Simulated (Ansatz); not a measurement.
`CC1B[SiH2]S1`, relaxed with RKS PBE0-D4/def2-TZVP in Ansatz from a PBE-D4/def2-SVP geometry. The force threshold is 0.005 eV/Å; the program also tests the step.

The species carries charge 0 and has multiplicity 1.

Start:

```xyz
12

C     1.662    0.133    0.652
C     0.374    0.684    0.028
B    -0.241   -0.212   -1.125
Si   -2.005   -0.572   -0.208
S    -1.067    0.760    1.251
H     1.979    0.749    1.518
H     2.484    0.134   -0.094
H     1.522   -0.904    1.016
H     0.566    1.716   -0.352
H     0.321   -0.482   -2.169
H    -2.313   -1.959    0.305
H    -3.281   -0.046   -0.821
```

| step | energy (eV) | largest force (eV/Å) | largest move (Å) |
| --- | --- | --- | --- |
| 1 | -21567.9224 | 0.572 | 0.000 |
| 2 | -21567.9673 | 0.227 | 0.033 |
| 3 | -21567.9722 | 0.080 | 0.015 |
| 4 | -21567.9725 | 0.025 | 0.006 |
| 5 | -21567.9726 | 0.005 | 0.005 |
| 6 | -21567.9726 | 0.006 | 0.004 |
| 7 | -21567.9726 | 0.003 | 0.002 |

End:

```xyz
12

C     1.643    0.131    0.644
C     0.365    0.684    0.023
B    -0.233   -0.216   -1.124
Si   -1.987   -0.565   -0.202
S    -1.052    0.748    1.226
H     1.944    0.727    1.508
H     2.457    0.147   -0.087
H     1.506   -0.897    0.986
H     0.557    1.701   -0.342
H     0.331   -0.487   -2.142
H    -2.288   -1.932    0.314
H    -3.245   -0.041   -0.804
```

It took 60 s on 4 threads of an Arm Neoverse N1 on a shared host, with 0.58 GiB of host memory at the peak.
